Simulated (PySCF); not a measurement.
Species: C6H18Sn2.
Geometry (PBE0-D3(BJ)/def2-SVP, Å), atoms numbered from 1 in this order:
```xyz
26
C6H18Sn2 angstrom
C      2.0559    2.1221    0.2574
Sn     1.3702    0.0698    0.2119
C      2.4668   -0.9474   -1.3524
C      1.9116   -0.8397    2.1001
Sn    -1.3770   -0.0692   -0.2176
C     -2.1429   -2.0328    0.2752
C     -2.4331    1.3720    1.0047
C     -1.8750    0.3307   -2.2856
H      1.8972    2.6017   -0.7193
H      1.5101    2.6933    1.0220
H      3.1301    2.1501    0.4943
H      2.2310   -0.5091   -2.3329
H      2.2085   -2.0160   -1.3726
H      3.5476   -0.8491   -1.1718
H      1.5917   -1.8911    2.1265
H      1.4312   -0.3055    2.9325
H      3.0027   -0.7972    2.2356
H     -1.6258   -2.8061   -0.3110
H     -3.2189   -2.0802    0.0507
H     -1.9947   -2.2437    1.3441
H     -3.5165    1.2745    0.8404
H     -2.1267    2.3949    0.7425
H     -2.2211    1.2021    2.0702
H     -2.9638    0.2616   -2.4265
H     -1.3862   -0.4006   -2.9455
H     -1.5448    1.3394   -2.5730
```

Method: PBE0-D3(BJ)/def2-SVP geometry optimisation, gas phase, def2 core potentials past Kr in PySCF.

(1) Which atoms are bound to Sn2, and at what distances?

(2) List the angles at Sn2.

(3) What is the shape at Sn2?

(4) What are the other bond lengths?

Answers

(1) 4 atoms: C1 2.164 Å, C3 2.164 Å, C4 2.165 Å, Sn5 2.784 Å. The nearest atom not counted as bound is H14, at 2.74 Å (others tie with it).

(2) 
| angle | degrees | distance of the outer atoms (Å) |
| --- | --- | --- |
| C3–Sn2–Sn5 | 111.4 | 4.10 |
| C1–Sn2–Sn5 | 111.3 | 4.10 |
| C4–Sn2–Sn5 | 111.1 | 4.10 |
| C3–Sn2–C4 | 107.8 | 3.50 |
| C1–Sn2–C4 | 107.5 | 3.49 |
| C1–Sn2–C3 | 107.5 | 3.49 |

(3) Tetrahedral: angles from 107.5° to 111.4°; τ4 = (360° − α − β)/141° = 0.97 with α and β the two widest (0 for a square, 1 for a tetrahedron).

(4) C1–H9 and 17 like bonds 1.100 Å.

Point group: near D3, missed by 0.12 Å at most; the miss may be what the optimiser left on a soft mode (C3 holds within 0.08 Å). Charge 0, singlet. No PBE0-D3(BJ)/def2-SVP frequencies stand behind this structure, so it isn't proved a minimum.
